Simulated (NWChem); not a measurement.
# C₂H₄F₂OSi; SMILES C(/F)=C/[Si@H](O)F

```xyz
10

O      1.5823    -0.5790     0.1490
Si    -0.0049    -0.9402     0.3798
F     -0.5499    -1.8972    -0.8144
C     -1.0578     0.5949     0.3766
C     -0.6632     1.7898    -0.0535
F      0.5629     2.0087    -0.5463
H      1.7599     0.2251    -0.3504
H     -0.1380    -1.7174     1.6308
H     -2.0899     0.5515     0.7402
H     -1.2599     2.7079    -0.0658
```
Atoms are numbered in this order, from 1.

Level: PBE0/def2-SVP (NWChem), optimised geometry, unscaled harmonic frequencies. 

Q: List the harmonic frequencies with IR intensities, and the thermochemistry.

A: 
```json
[
 {"frequency (cm⁻¹)": "43", "IR intensity (km/mol)": "1.6"},
 {"frequency (cm⁻¹)": "168", "IR intensity (km/mol)": "5.5"},
 {"frequency (cm⁻¹)": "191", "IR intensity (km/mol)": "4.1"},
 {"frequency (cm⁻¹)": "269", "IR intensity (km/mol)": "14.8"},
 {"frequency (cm⁻¹)": "316", "IR intensity (km/mol)": "48.7"},
 {"frequency (cm⁻¹)": "351", "IR intensity (km/mol)": "77.9"},
 {"frequency (cm⁻¹)": "453", "IR intensity (km/mol)": "66.3"},
 {"frequency (cm⁻¹)": "621", "IR intensity (km/mol)": "23.8"},
 {"frequency (cm⁻¹)": "705", "IR intensity (km/mol)": "6.6"},
 {"frequency (cm⁻¹)": "775", "IR intensity (km/mol)": "32.2"},
 {"frequency (cm⁻¹)": "807", "IR intensity (km/mol)": "40.9"},
 {"frequency (cm⁻¹)": "859", "IR intensity (km/mol)": "21.8"},
 {"frequency (cm⁻¹)": "894", "IR intensity (km/mol)": "224.4"},
 {"frequency (cm⁻¹)": "908", "IR intensity (km/mol)": "292.2"},
 {"frequency (cm⁻¹)": "972", "IR intensity (km/mol)": "76.5"},
 {"frequency (cm⁻¹)": "973", "IR intensity (km/mol)": "27.4"},
 {"frequency (cm⁻¹)": "1047", "IR intensity (km/mol)": "131.8"},
 {"frequency (cm⁻¹)": "1240", "IR intensity (km/mol)": "73.7"},
 {"frequency (cm⁻¹)": "1372", "IR intensity (km/mol)": "7.9"},
 {"frequency (cm⁻¹)": "1725", "IR intensity (km/mol)": "189.9"},
 {"frequency (cm⁻¹)": "2318", "IR intensity (km/mol)": "127.5"},
 {"frequency (cm⁻¹)": "3200", "IR intensity (km/mol)": "3.8"},
 {"frequency (cm⁻¹)": "3224", "IR intensity (km/mol)": "4.2"},
 {"frequency (cm⁻¹)": "3917", "IR intensity (km/mol)": "115.3"}
]
```

zero-point energy: 39.1 kcal/mol
thermal correction to the enthalpy at 298.15 K (with zero-point energy): 44.1 kcal/mol
heat capacity Cv: 24.1 cal/(mol K)
entropy at 298.15 K and 1 atm (symmetry number 1): 84.0 cal/(mol K)
dipole moment: 3.07 D

Rigid rotor and harmonic oscillator; modes under 100 cm⁻¹ make the entropy uncertain.
